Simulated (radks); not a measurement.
Question: These are the eigenvalues of the occupied orbitals of an atom or ion with whole-number occupations (Ry). Method: scalar-relativistic Kohn-Sham, LDA (Slater exchange, VWN5 correlation), spin-polarised, spherical densities, finite nucleus; Fermi nuclear charge, rms radius of each element as measured or else 0.836 A^(1/3) + 0.57 fm; computed with a radial shooting solver on a logarithmic mesh with Libxc functionals.

| orbital | eigenvalue |
|---|---|
| 1s up | -2227.088 |
| 1s down | -2227.084 |
| 2s up | -341.0150 |
| 2s down | -340.9912 |
| 2p up | -306.5865 |
| 2p down | -306.5662 |
| 3s up | -68.71373 |
| 3s down | -68.69532 |
| 3p up | -57.48910 |
| 3p down | -57.46930 |
| 3d up | -40.31050 |
| 3d down | -40.28600 |
| 4s up | -13.20466 |
| 4s down | -13.12898 |
| 4p up | -9.73514 |
| 4p down | -9.65870 |
| 4d up | -4.66117 |
| 4d down | -4.58302 |
| 5s up | -2.66282 |
| 5s down | -2.57542 |
| 5p up | -1.88916 |
| 6s up | -0.92496 |

Which element is it, and in what charge state? The configuration may be excited. Open shells, if any, are filled with parallel spins first.

Answer: Z = 51, antimony, charge +2: Sb2+ in [Kr] 4d9 5s2 5p1 6s1. The list shows which subshells hold electrons but not how many an open one holds; the 1s level, -1113.5 hartree, gives Z - s = 47.2 by -(Z - s)^2/2, which with screening and relativity narrows Z to a few neighbours, and the depths of the outer levels then fix element, charge and occupations together.
